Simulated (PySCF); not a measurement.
Work out the structure from these simulated measurements.

Formula: CH11OPSi3.

- Dipole: 0.55 D [wB97X-D/def2-SVPD]
- Rotational structure: rotational constants A, B, C: 2.108, 0.974, 0.773 GHz [PBE0-D3(BJ)/def2-SVP]
- UV, first state: lowest singlet excitation: 5.78 eV (215 nm, f = 0.006) [TDDFT wB97X-D/def2-SVPD]
- NMR, other nuclei: isotropic shieldings of nuclei other than C and H, by class: 326 (1 O), 349 (1 Si), 422 (2 Si), 678 (1 P) ppm [GIAO PBE0/pcSseg-1]
- UV, strongest line: among the 10 lowest singlet transitions: S8 at 7.35 eV (169 nm, f = 0.053) [TDDFT wB97X-D/def2-SVPD]
- 13C NMR: chemical shifts (computed TMS as zero) by class: 53.1 (1 C) ppm [GIAO PBE0/pcSseg-1]
- Valence photoelectron: vertical ionisation energy: 9.02 eV [ΔSCF wB97X-D/def2-SVPD]

Electronic properties: PySCF, gas phase, density fitting. Levels stand in brackets. The structure is a single PBE0-D3(BJ)/def2-SVP conformer in the gas phase; no vibrational or solvent corrections. NMR classes are plain means over equivalent atoms (diastereotopic ones count apart unless rotation or inversion swaps them), as if these changed places fast.

Q: What is the compound? Reason from the data.

A: Numbering: `[CH3:1][O:2][SiH2:3][P:4]([SiH3:5])[SiH3:6]`. The one carbon: methoxy carbon [C1] (53.1 ppm). The other shieldings belong to: 326 ppm, silyl ether oxygen [O2]; 349 ppm, oxygen-bound silicon [Si3]; 422 ppm, SiH3 silicon [Si5/Si6]; 678 ppm, three-coordinate phosphorus [P4]. The first electron is taken from the HOMO, whose largest Löwdin shares are 0.58 on the three-coordinate phosphorus, 0.09 on the oxygen-bound silicon and 0.08 on each of 2 atoms of one kind (SiH3 silicon). The optimised geometry has point group C1 and is an asymmetric top. Structure: `O(C)[SiH2]P([SiH3])[SiH3]`. The assignments are read from this structure; whether some other isomer fits the data as well wasn't checked.

The values belong to the conformer `[CH3:1][O:2][SiH2:3][P:4]([SiH3:5])[SiH3:6]`: C1–O2–Si3–P4 -63°, O2–Si3–P4–Si5 -147°.
